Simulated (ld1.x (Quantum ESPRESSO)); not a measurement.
## Mo: one change to a TM potential, before and after

ld1.x (Quantum ESPRESSO) 7.5 input, shortened:

```
&input
   title='Mo', zed=42., rel=1, dft='WC', iswitch=3,
   config='[Kr] 4d5 5s1 5p0'
 /
 &inputp
   pseudotype=2, tm=.true., lloc=2,
   nlcc=.false.
 /
3
4S  1  0   2.00   0.00  1.55  1.55  0.0
4P  2  1   6.00   0.00  1.40  1.40  0.0
4D  3  2   5.00   0.00  1.55  1.55  0.0
 &test
   configts(1)='4s2 4p6 4d5 5s1 5p0'
 /
```

Occupied shells without a wave of their own: 5s. They enter only through the test configuration that unscreens the potential.

All-electron outer shells of the reference configuration (Wu–Cohen, scalar-relativistic, ld1.x):

```json
{"shell": "3p", "level (eV)": "-379.16", "outermost node (bohr)": "0.17", "outermost maximum (bohr)": "0.38"}
{"shell": "3d", "level (eV)": "-221.03", "outermost node (bohr)": "–", "outermost maximum (bohr)": "0.32"}
{"shell": "4s", "level (eV)": "-64.33", "outermost node (bohr)": "0.51", "outermost maximum (bohr)": "0.99"}
{"shell": "4p", "level (eV)": "-38.46", "outermost node (bohr)": "0.52", "outermost maximum (bohr)": "1.06"}
{"shell": "5s", "level (eV)": "-4.12", "outermost node (bohr)": "1.34", "outermost maximum (bohr)": "2.93"}
{"shell": "4d", "level (eV)": "-3.76", "outermost node (bohr)": "0.53", "outermost maximum (bohr)": "1.38"}
{"shell": "5p", "level (eV)": "-0.99", "outermost node (bohr)": "1.54", "outermost maximum (bohr)": "4.00"}
```

Change: all radii scaled by about 1.08 (s 1.68, p 1.50, d 1.68 bohr).

Cutoffs: the cutoffs (Ry, on a coarse ladder) from which the occupation-weighted sum of valence levels, in a spherical-Bessel basis at the reference potential, stays within 10 and 1 mRy of its value at 400 Ry; they do not see the model core or the augmentation charge, which bear on the density cutoff. Errors are all-electron minus pseudo energies relative to the spin-unpolarised reference configuration.

Q: Predict the effect on cutoff, ghosts and configuration errors.

A: The potential gets softer (70 Ry and 110 Ry → 55 Ry and 100 Ry); of the 7 tests that both files solve, the error grows in 7 and shrinks in 0 by more than 15 % and 0.3 meV (median size 156.6 → 294.1 meV); neither file shows a bound ghost. A larger radius leaves more room for a smooth pseudo-wave, so fewer plane waves are needed. More of the atom is replaced by a form fitted at one configuration, so other configurations suffer.

| quantity | base | changed |
| --- | --- | --- |
| cutoff, loose | 70 Ry | 55 Ry |
| cutoff, tight | 110 Ry | 100 Ry |
| loose cutoff by channel (10 mRy a level) | s 35 Ry, p 45 Ry, d 35 Ry | s 30 Ry, p 40 Ry, d 35 Ry |
| bound ghosts | none | none |
| largest miss of a reference level, eV | 0.12 | 0.22 |
| error for 4s2 4p6 4d5 5s0 5p0, meV [ΔE 6.89 eV] | -157 | -294 |
| error for 4s2 4p6 4d4 5s0 5p0, meV [ΔE 22.34 eV] | -239 | -448 |
| error for 4s2 4p6 4d3 5s0 5p0, meV [ΔE 49.07 eV] | -337 | -636 |
| error for 4s2 4p6 4d4 5s2 5p0, meV [ΔE 0.16 eV] | +147 | +274 |
| error for 4s2 4p6 4d5.5 5s0.5 5p0, meV [ΔE 0.29 eV] | -54 | -101 |
| error for 4s2 4p6 4d2 5s0 5p0, meV [ΔE 88.55 eV] | -442 | -839 |
| error for 4s2 4p6 4d6 5s0 5p0, meV [ΔE 0.77 eV] | -99 | -186 |

Base: The 5s level has no wave, so the channel is fitted at the deeper level alone: the likely source of the large errors. Changed file: The 5s level has no wave, so the channel is fitted at the deeper level alone: the likely source of the large errors.
